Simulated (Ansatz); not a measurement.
HBCl, SMILES `[BH-]Cl` (excited triplet) (charge -1, multiplicity 3). This triplet is an excited state, 0.53 eV above the relaxed singlet at the level composite: frozen-core CCSD(T) with HF/aug-cc-pVQZ and the correlation energy extrapolated as X^-3 from aug-cc-pVTZ and aug-cc-pVQZ, plus CCSDT(Q) minus CCSD(T) in aug-cc-pVTZ // PBE0-D3(BJ)/def2-TZVPD (Ansatz, an electronic-structure program).

Z-matrix (Å, degrees):
```
B
H 1 1.2059
Cl 1 1.8449 2 120.19
```
Charge -1, spin multiplicity 3.

Frozen-core energies in aug-cc-pVTZ from Ansatz at a geometry from PBE0-D3(BJ)/def2-TZVPD; the HF reference has <S^2> = 2.01 and the T1 diagnostic is 0.017.

| level | energy (Ha) | difference from CCSDT(Q) (mHa) |
|---|---|---|
| HF | -484.74669 | 326.58 |
| MP2 | -485.03145 | 41.82 |
| CCSD | -485.05787 | 15.39 |
| CCSD(T) | -485.07164 | 1.63 |
| CCSDT | -485.07262 | 0.65 |
| CCSDT(Q) | -485.07327 | 0.00 |
